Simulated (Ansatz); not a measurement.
`[OH][GeH]([F])[GeH3]` + `[SiH3]/N=C\S` → `[SiH3]/N=[CH]\[GeH3]` + `[OH][GeH]([F])[SH]`  (redistribution)

Isolated molecules relaxed with PBE0-D4/def2-TZVP in Ansatz; ΔE leaves out vibrations. CBS: MP2 limit from def2 TZ/QZ plus the TZ coupled-cluster correction, frozen cores. Double bonds are as drawn, so ΔE can hold a change between cis and trans. DFT in def2-TZVPP. HSE06 is defined as in plane-wave codes. For Ge outer-core shells are correlated without core-valence functions, which leaves a few kJ/mol of doubt a bond. Scalar relativity is left out up to krypton. One conformer a species, not always the lowest.

Task: Is it downhill or uphill in electronic energy at CCSD(T)/CBS, and by how much? (Estimate.)

Result: Computed: Downhill: ΔE = -3.6 kcal/mol.

Task: What do these levels give: PBE0-D4, r2SCANh-D4, r2SCAN0-D4, ωB97X-V, revPBE, PBE0, HSE06, CCSD/def2-SVP, HF/def2-QZVPP, MP2/def2-QZVPP, HF/CBS(def2), CCSD/CBS(def2)? (An estimate is asked.)

Result: Computed: PBE0-D4 -0.8, r2SCANh-D4 -1.1, r2SCAN0-D4 -1.7, ωB97X-V -3.0, revPBE 0.9, PBE0 -0.5, HSE06 -0.5, CCSD/def2-SVP -4.0, HF/def2-QZVPP -5.7, MP2/def2-QZVPP -3.4, HF/CBS(def2) -5.7, CCSD/CBS(def2) -4.0 kcal/mol.

Largest T1 diagnostic among the species: 0.015.

Leaving LDA and LC-ωPBE aside and taking each functional with its dispersion term where it has one, the values, not all of them listed here, spread over 4.1 kcal/mol, from ωB97M-V to PBE-D4. LDA lies +1.1 kcal/mol from PBE without D4. From r2SCAN to r2SCAN0 (25 % exact exchange), in def2-TZVPP and without D4, ΔE moves by −1.1 kcal/mol. In def2-TZVPP, CCSD(T) changes the Hartree–Fock value by +1.6 kcal/mol (the triples alone add +0.4 kcal/mol) and MP2 by +2.0 kcal/mol.
